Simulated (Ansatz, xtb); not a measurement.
**Relative energy of two isomers of BFH6Si2**

Structure I: `B[SiH2][SiH2]F`, a singlet. Structure II: `FB[SiH2][SiH3]`, a singlet. Both are isolated molecules in the gas phase, relaxed with B3LYP/6-31G*; the shapes shown needn't be the lowest conformers.

I (Å):

```xyz
10

B    -1.5688   -0.6283   -1.4661
F    -0.4729    1.4658   -4.6757
Si    0.0155    0.6058   -1.5121
Si   -0.2831    2.1924   -3.2356
H    -2.5683   -0.3188   -0.8886
H    -1.5690   -1.6621   -2.0645
H     0.1436    1.4405   -0.2789
H     1.3191   -0.0819   -1.7394
H     0.9055    3.0862   -3.3199
H    -1.4909    3.0243   -2.9758
```

II (Å):

```yaml
atoms:
  - { symbol: B, position_ang: [-1.1608, -0.2942, 1.1650] }
  - { symbol: F, position_ang: [-2.4770, -0.4701, 1.1520] }
  - { symbol: Si, position_ang: [-0.0469, -0.9259, -0.4185] }
  - { symbol: Si, position_ang: [0.1953, 0.8160, -1.9931] }
  - { symbol: H, position_ang: [-0.7025, 0.2743, 2.1183] }
  - { symbol: H, position_ang: [-0.6685, -2.0956, -1.1058] }
  - { symbol: H, position_ang: [1.3197, -1.3239, 0.0305] }
  - { symbol: H, position_ang: [-1.1325, 1.2344, -2.5226] }
  - { symbol: H, position_ang: [0.8375, 2.0046, -1.3652] }
  - { symbol: H, position_ang: [1.0406, 0.3771, -3.1377] }
```

Quicker runs give these differences E(II) − E(I): GFN2-xTB +37.0 kJ/mol; HF/STO-3G −159.4 kJ/mol (at GFN2-xTB geometries); r2SCAN-D4/def2-SVP −58.4 kJ/mol (at GFN2-xTB geometries).

Q: Estimate which is lower in electronic energy at CCSD(T)/def2-SVP + ΔMP2/def2-TZVPP, and by roughly how much.

A: The CCSD(T)/def2-SVP + ΔMP2/def2-TZVPP calculation puts structure II lower, by 21.3 kJ/mol.

Level by level:

```
                             level      geometry  E(II) − E(I) (kJ/mol)  departure from the last row (kJ/mol)  job, with rough time for the two
                          GFN2-xTB      GFN2-xTB                   +37.0                                 +58.3              optimisation, 0.22 s
                         HF/STO-3G      GFN2-xTB                  −159.4                                −138.1              single point, 0.36 s
                r2SCAN-D4/def2-SVP      GFN2-xTB                   −58.4                                 −37.0                 single point, 5 s
                      B3LYP/6-31G*  B3LYP/6-31G*                   −33.2                                 −11.8                optimisation, 93 s
                       HF/def2-SVP  B3LYP/6-31G*                   −33.6                                 −12.3           part of the CCSD(T) run
                      MP2/def2-SVP  B3LYP/6-31G*                   −47.3                                 −26.0           part of the CCSD(T) run
                  CCSD(T)/def2-SVP  B3LYP/6-31G*                   −50.2                                 −28.8                      single point
CCSD(T)/def2-SVP + ΔMP2/def2-TZVPP  B3LYP/6-31G*                   −21.3                                                      single point, 30 s
```

As drawn, II has 1 B–F, 1 Si–H in place of 1 F–Si, 1 B–H.

GFN2-xTB puts the two in the other order. The largest departure from CCSD(T)/def2-SVP + ΔMP2/def2-TZVPP is that of HF/STO-3G, 138.1 kJ/mol. The last row adds to CCSD(T) the change of the MP2 difference between the two basis sets, here +28.8 kJ/mol, a large step that makes the value less sure.

With harmonic frequencies from B3LYP/6-31G* (ideal gas, rigid rotor, one conformer each, 298.15 K, 1 atm): on the last row, ΔE + ΔZPE = −22.3 kJ/mol. A mode under 50 cm⁻¹ makes harmonic enthalpies and free energies unreliable, so none is given.

The correlated steps freeze 12 core orbitals. Programs: Ansatz 0.2.0, xtb 6.7.1; the last row on 1 thread of Arm Neoverse V2 on a shared host.
